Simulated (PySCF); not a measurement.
Computed shifts of a molecule ClH₅OSi₂, PBE/pcSseg-1 run with PySCF, GIAO, gas phase, atoms alike by connectivity averaged where their shifts nearly agree, in ppm (number of nuclei): ²⁹Si: -13.0 (1), -36.4 (1). ¹H: 5.99 (2), 5.48 (3). References: ²⁹Si against TMS (σ = 335.4 ppm); ¹⁷O against H2O (σ = 334.3 ppm); ³⁵Cl against HCl (σ = 936.5 ppm); ¹H against TMS (σ = 31.49 ppm), references at their B3LYP-D3(BJ)/def2-TZVP geometries, non-relativistic (without spin–orbit terms, shifts of atoms bonded to Cl or Br come out too high). The structure is a stationary point at B3LYP-D3(BJ)/def2-SVP. The values are those of a single conformer.

Problem. Which structure fits?
A. O[SiH2][SiH2]Cl
B. O[Si@@H]([SiH3])Cl
C. [SiH3]O[SiH2]Cl

Solution. C, [SiH3]O[SiH2]Cl
